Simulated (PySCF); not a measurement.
A PySCF script (with the pyscf-properties extension) for the NMR shieldings of SMILES C1[C@@H](F)C(=S)C[Si@@H]1F, C₄H₆F₂SSi, on a GFN2-xTB geometry:

```python
import basis_set_exchange as bse
import numpy as np
from pyscf import gto, dft
from pyscf.prop import nmr

atoms = """
F    -1.152096    0.094915   -1.760028
C    -1.069028    0.627774   -0.481345
C     0.302988    1.289034   -0.328350
Si    1.479286   -0.178881   -0.015154
F     2.352590    0.106503    1.310794
C     0.055256   -1.396401    0.379632
C    -1.115357   -0.496819    0.522740
S    -2.222543   -0.570597    1.699162
H    -1.911350    1.318689   -0.380211
H     0.514656    1.885257   -1.213389
H     0.278905    1.963715    0.527172
H     2.414036   -0.569543   -1.048446
H     0.176480   -2.033472    1.252874
H    -0.104503   -2.040647   -0.487618
"""
names = dict.fromkeys(["F", "C", "Si", "S", "H"], "pcSseg-1")
basis = {el: gto.basis.parse(bse.get_basis(n, elements=[el], fmt="nwchem")) for el, n in names.items()}
mol = gto.M(atom=atoms, basis=basis, charge=0, verbose=0)
mf = dft.RKS(mol, xc="PBE0")
mf.grids.level = 2
mf.grids.alignment = dft.numint.BLKSIZE   # the property module wants whole blocks of grid points
mf.conv_tol = 1e-9
mf.kernel()

calc = nmr.RKS(mf)   # GIAO
C = mf.mo_coeff
Co = C[:, mf.mo_occ > 0]
resp = mf.gen_response(singlet=True, hermi=2)
def vind(x):   # induced exchange potential for any number of trial vectors
    d = np.einsum("pi,xij,qj->xpq", C, 2 * x.reshape(-1, C.shape[1], Co.shape[1]), Co, optimize=True)
    return np.einsum("xpq,pi,qj->xij", resp(d - d.transpose(0, 2, 1)), C, Co, optimize=True).ravel()
mo1, _ = nmr.rhf.solve_mo1(calc, with_cphf=vind)
sigma = calc.kernel(mo1)
for i, s in enumerate(sigma):   # ppm
    print("%2d %-2s %9.2f" % (i, mol.atom_pure_symbol(i), np.trace(s) / 3))
```

Task: Give the expected output.

Result: 
```
 0 F     341.46
 1 C      82.53
 2 C     158.24
 3 Si    321.49
 4 F     371.28
 5 C     143.36
 6 C     -88.84
 7 S    -562.25
 8 H      26.40
 9 H      29.79
10 H      30.26
11 H      25.96
12 H      28.43
13 H      28.56
```

These numbers come from an equivalent density-fitted implementation of the same equations, which agrees with the script to about 0.01 ppm for H and up to a few tenths of a ppm for heavy atoms, so last digits may differ.

Task: Turn these shieldings into chemical shifts. Chemical shifts δ = σref − σ; CFCl3 for 19F (σref 170.95); TMS for 13C (σref 186.93), 29Si (σref 349.16), 1H (σref 31.72); CS2 for 33S (σref 503.73), all at this level.

Result: Averaging equivalent atoms: F 0: -170.5; F 4: -200.3; C 6: 275.8; C 1: 104.4; C 5: 43.6; C 2: 28.7; Si 3: 27.7; S 7: 1066; H 11: 5.75; H 8: 5.32; H 12: 3.28; H 13: 3.16; H 9: 1.93; H 10: 1.46 ppm. Unscaled 19F shifts against computed CFCl3 carry errors that often reach 10 to 50 ppm.

Size and cost of the density-fitted run: 180 basis functions, 57 s wall time on 1 thread of an Arm Neoverse N1, shared host; peak memory 0.86 GiB.
